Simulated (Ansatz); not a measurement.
Cartesian coordinates in Å:
```
C 0.170 2.200 0.362
In 0.117 0.064 0.026
C 1.875 -1.072 0.572
Si -1.984 -1.095 -0.936
H -0.702 2.703 -0.056
H 0.206 2.396 1.437
H 1.074 2.624 -0.081
H 1.815 -2.108 0.240
H 1.990 -1.059 1.659
H 2.766 -0.610 0.142
H -2.778 -0.204 -1.830
H -2.890 -1.511 0.176
H -1.659 -2.327 -1.712
```

Charge 0, multiplicity 1. In: def2 effective core potential.

**Question.** List the r2SCAN/def2-TZVPP orbital energies in eV (the Gaussian-basis code of Ansatz). (Estimate.)

**Answer.** The calculation gave: Occupied: -1790.57, -272.51, -272.51, -141.06, -125.04, -95.91, -95.91, -95.91, -81.81, -81.45, -81.40, -19.20, -19.05, -18.92, -18.87, -18.79, -17.30, -16.99, -13.38, -9.89, -9.89, -9.76, -9.71, -9.60, -8.56, -8.54, -6.31, -6.06. Lowest empty: -2.06, -0.39, 0.03, 0.98, 1.15, 1.18, 1.47, 1.97.
